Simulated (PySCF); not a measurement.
Computed structure and properties of [Sm(NH2)2]+

System: [Sm(NH2)2]+ (singlet in the valence; each metal's 4f electrons, 5 of them, lie in its core potential, out of spins and levels); start: displaced along the imaginary mode (Cs). Method: PySCF 2.14.0, RKS PBE0, Sm lcecp-1-SVP with ECP51, N def2-SVP, H def2-SVP; non-relativistic Hamiltonian with scalar-relativistic core potentials where named; density fitting; no spin-orbit coupling.

Input of the relaxation:

```python
mol = gto.M(atom='''
Sm     0.00000     0.00363    -0.22419
N      1.74628    -0.02217     1.00310
H      1.99710    -0.79353     1.67656
H      2.30410     0.82828     1.28343
N     -1.74628    -0.02217     1.00310
H     -2.30410     0.82828     1.28343
H     -1.99710    -0.79353     1.67656''',
    basis={'Sm': 'lcecp-1-SVP', 'N': 'def2-SVP', 'H': 'def2-SVP'},
    ecp={'Sm': 'lcecp-1-SVP'},
    charge=1, spin=0)
mf = dft.RKS(mol, xc='PBE0')
mf.grids.atom_grid = (50, 194)  # f atoms: unpruned, at least (60, 302)
mf = mf.density_fit()  # fitting sets: Sm AutoAux, N def2-universal-JKFIT, H def2-universal-JKFIT
mf.conv_tol = 1e-08; mf.max_cycle = 55
mf.kernel(dm0)  # dm0: converged density of the start geometry
# quasi-Newton relaxation in Cartesian coordinates to a largest gradient under 0.00045 Eh/bohr, steps kept in the point group
```

Run from Python with OMP_NUM_THREADS=2; the lines above give its settings. Where DIIS fails, smearing, a level shift and second-order steps follow.
It took 70 s on 2 threads of Arm Neoverse N1 (shared host), from the converged density of the start.

Course of the relaxation:

| step | energy above end (eV) | largest force component within the symmetry (eV/Å) |
| --- | --- | --- |
| 0 | 0.5481 | 1.153 |
| 1 | 0.4037 | 0.256 |
| 2 | 0.2994 | 0.715 |
| 3 | 0.2586 | 1.089 |
| 4 | 0.1687 | 0.456 |
| 5 | 0.1443 | 1.009 |
| 6 | 0.0807 | 0.271 |
| 7 | 0.0566 | 0.397 |
| 12 | 0.0018 | 0.072 |
| 13 | 0.0012 | 0.073 |
| 14 | 0.0004 | 0.041 |
| 15 | 0.0002 | 0.016 |
| 16 | 0.0001 | 0.018 |
| 17 | 0.0000 | 0.016 |
(The steps between are left out.)

Relaxed geometry (C2v):

```xyz
7

Sm    0.0000    0.7790    0.0230
N     1.6824    0.0315    1.0653
H     1.6246   -0.5653    1.8954
H     2.6800    0.1587    0.8788
N    -1.6824    0.0315    1.0653
H    -2.6800    0.1587    0.8788
H    -1.6246   -0.5653    1.8954
```

```csv
contact,Å
Sm1–N2 (NH2),2.116
Sm1–N5 (NH2),2.116
```

On the finer grid (75, 302):

* HOMO: -11.55 eV
* LUMO: -6.44 eV
* Dipole about the centre of mass: 2.82 D
* Set of Mulliken populations of Sm1 outside the core potential: s 2.17, p 6.13, d 1.41, f 0.06
* D3(BJ) dispersion energy (not in the energies): -0.096 eV

```csv
atom,Mulliken (e),Löwdin (e),spin (e)
Sm1,1.23,1.04,0.00
N2,-0.47,-0.23,0.00
H3,0.18,0.11,0.00
H4,0.18,0.10,0.00
N5,-0.47,-0.23,0.00
H6,0.18,0.10,0.00
H7,0.18,0.11,0.00
```

The 4f levels lie in the core potential and are missing. Their spin isn't counted.

On the grid (50, 194), as all that follows. Harmonic modes: a minimum; lowest 130 cm⁻¹ (negative: unstable), highest 3600 cm⁻¹, zero-point energy 1.310 eV.

Taking off one NH2 (charge -1, singlet; the rest: singlet) in vacuum, both parts rigid, costs 16.79 eV; the small basis without counterpoise inflates it. Most of it is the attraction of opposite charges; other ways to part are cheaper, and one spin state was tried for the rest.

Rigid scan of NH2 along the line from its metal:

(distance to N2 (Å), energy (eV)): (1.82, 1.306), (1.92, 0.505), (2.02, 0.110), (2.12, 0.000), (2.22, 0.087), (2.32, 0.307), (2.52, 0.970), (2.82, 2.152), (3.22, 3.602), (3.72, 4.923)

One start shape was tried, so this needn't be the lowest isomer.

An lcecp potential fixes the number of 4f electrons, so in runs with it no electron can move into or out of that shell.
